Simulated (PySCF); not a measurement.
Gas-phase equilibrium of 1 mol H₂S, 0.25 mol H₂ at 1800 K and 1.00 bar, among 9 species (S₂, S₆, H₂S₂, H, H₂S, SH, H₂, S₈, S). Only gases are allowed; each row takes one source of thermochemistry for all species, and Cantera finds the minimum.

Energies from PySCF, thermal terms from the rigid-rotor harmonic-oscillator model, ideal gas at 1 bar. † marks an energy on the PBE0/def2-TZVP geometry and frequencies; other levels use their own. MP2 freezes the core. 6-31G* has spherical d functions here. Open shells (unrestricted) among the columns below: S₂ (multiplicity 3), H (multiplicity 2), SH (multiplicity 2, electronic degeneracy 4), S (multiplicity 3, electronic degeneracy 9); the rest are closed-shell singlets. Spin-orbit splitting is ignored; it lowers the true energy and changes the entropy of SH, S. No R ln 2 is added for the mirror-image form of H₂S₂. MP2 isn't extrapolated to the basis-set limit. The harmonic model lacks anharmonicity and excited electronic states, which grow with temperature; levels with a mode under 35 cm⁻¹ are left out. Internal rotation in H₂S₂ is treated as a harmonic vibration of one conformer, which makes the entropy rough.

Molecules larger than those listed are left out.

Mole fractions:

```csv
thermochemistry,x H₂,x S,x H₂S,x S₂,x SH,x H,x H₂S₂
BLYP/def2-TZVP†,0.65,0.00021,0.089,0.25,0.0084,0.00031,3.6e-5
HF/6-31G*,0.52,0.34,0.020,0.0046,0.10,0.014,2.8e-7
MP2/def2-SVP†,0.51,0.0029,0.29,0.17,0.026,0.0013,4.9e-5
PBE/def2-SVP,0.57,9.9e-5,0.22,0.20,0.0076,0.00071,0.00014
PBE0/def2-TZVP,0.56,0.00020,0.23,0.20,0.011,0.00059,0.00024
ωB97M-V/def2-TZVP†,0.51,0.00023,0.31,0.17,0.012,0.00032,0.00043
```
The most sensitive of these is S: it spans a factor of 10^3.5 over these rows; at this temperature one factor of ten is RT ln 10 = 34 kJ/mol.
